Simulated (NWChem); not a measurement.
System: CH₃NOSi; SMILES N#CO[SiH3]

Parts of the log:

```
             Northwest Computational Chemistry Package (NWChem) 7.3.0
             --------------------------------------------------------

                             Geometry "geometry" -> ""
                             -------------------------

 Output coordinates in angstroms (scale by  1.889725989 to convert to a.u.)

  No.       Tag          Charge          X              Y              Z
 ---- ---------------- ---------- -------------- -------------- --------------
    1 N                    7.0000     0.44385300     2.30879500     0.00000000
    2 C                    6.0000    -0.08506500     1.26936900     0.00000000
    3 O                    8.0000    -0.70911000     0.13759600     0.00000000
    4 Si                  14.0000     0.09744400    -1.37855000     0.00000000
    5 H                    1.0000     0.92776300    -1.47613100    -1.22114900
    6 H                    1.0000    -1.00899300    -2.35476300     0.00000000
    7 H                    1.0000     0.92776300    -1.47613100     1.22114900

 Effective nuclear repulsion energy (a.u.)     142.1059784035

  xc_inp: hfexch multiplicative factor not found.

                                 NWChem DFT Module
                                 -----------------

 Summary of "ao basis" -> "ao basis" (spherical)
 ------------------------------------------------------------------------------
       Tag                 Description            Shells   Functions and Types
 ---------------- ------------------------------  ------  ---------------------
 N                           6-31g*                  6       14   3s2p1d
 C                           6-31g*                  6       14   3s2p1d
 O                           6-31g*                  6       14   3s2p1d
 Si                          6-31g*                  8       18   4s3p1d
 H                           6-31g*                  2        2   2s

            General Information
            -------------------
          SCF calculation type: DFT
          Wavefunction type:  closed shell.
          No. of atoms     :     7
          No. of electrons :    38
           Alpha electrons :    19
            Beta electrons :    19
          Charge           :     0
          Spin multiplicity:     1
          Use of symmetry is: off; symmetry adaption is: off
          Maximum number of iterations: 150
          AO basis - number of functions:    66
                     number of shells:    32
          Convergence on energy requested:  1.00D-06
          Convergence on density requested:  1.00D-05
          Convergence on gradient requested:  5.00D-04

              XC Information
              --------------
                     Hartree-Fock (Exact) Exchange  1.000

      Superposition of Atomic Density Guess
      -------------------------------------

 Sum of atomic energies:        -457.02034976

      Non-variational initial energy
      ------------------------------

 Total energy =    -458.471170
 1-e energy   =    -911.619196
 2-e energy   =     311.042047
 HOMO         =      -0.372524
 LUMO         =       0.024899

     ---------------------------------------------
      Total Density - Mulliken Population Analysis
     ---------------------------------------------

    Atom       Charge   Shell Charges
 -----------   ------   -------------------------------------------------------
    1 N    7     7.96   2.00  0.89  2.48  0.97  1.59  0.03
    2 C    6     4.94   2.00  0.69  1.47  0.28  0.41  0.09
    3 O    8     8.66   2.00  0.91  2.96  0.93  1.85  0.02
    4 Si  14    13.25   2.00  2.00  5.97  0.94  1.49  0.30  0.40  0.15
    5 H    1     1.06   0.47  0.59
    6 H    1     1.06   0.47  0.59
    7 H    1     1.06   0.47  0.59

[...]

                     NWChem Electrostatic Potential Fit Module
                     -----------------------------------------

 Atom parameters

 Number of atoms is                                    7
 Number of basis functions is                         66

 Grid parameters

 Maximum number of grid points is                  34996
 Number of grid points is                          34995
 Grid range                                     0.300000 nm
 Grid spacing                                   0.020000 nm
 Probe radius                                   0.070000 nm
 Atom radius factor                             1.000000

 Atomic radii

    1    0.100000
    6    0.147000
    7    0.140000
    8    0.136000
   14    0.187000
 FASTESP  F
  using M.O. file = ./job.movecs

    Atom              Coordinates                           Charge

                                                  ESP

    1 N     0.044385    0.230880    0.000000   -0.585267
    2 C    -0.008507    0.126937    0.000000    0.620291
    3 O    -0.070911    0.013760    0.000000   -0.424601
    4 Si    0.009744   -0.137855    0.000000    0.753384
    5 H     0.092776   -0.147613   -0.122115   -0.124995
    6 H    -0.100899   -0.235476    0.000000   -0.113518
    7 H     0.092776   -0.147613    0.122115   -0.125294
                                            ------------
                                                0.000000

 Dipole moment                                  1.938161

 Quadrupole moment Qxx                          2.025674
                   Qyy                         -6.954651
                   Qzz                          4.928977

 RMS deviation kJ/mol                           0.060523

 RRMS %                                        16.476024
```

Level: Hartree-Fock/6-31G* (spherical d). Geometry: optimised at B3LYP/6-31G* (spherical d).

Q: Write an input that gives this output.

A: This is not unique; one that fits is the input that was run:
```
start job
memory heap 200 mb stack 900 mb global 1100 mb
geometry units angstroms noautosym nocenter noautoz
  N      0.443853     2.308795     0.000000
  C     -0.085065     1.269369     0.000000
  O     -0.709110     0.137596     0.000000
  Si     0.097444    -1.378550     0.000000
  H      0.927763    -1.476131    -1.221149
  H     -1.008993    -2.354763     0.000000
  H      0.927763    -1.476131     1.221149
end
basis spherical
  * library 6-31g*
end
dft
  xc hfexch
  iterations 150
  mulliken
end
task dft energy
esp
  recalculate
  probe 0.07
  range 0.3
  factor 1.0
  spacing 0.02
end
task esp
```
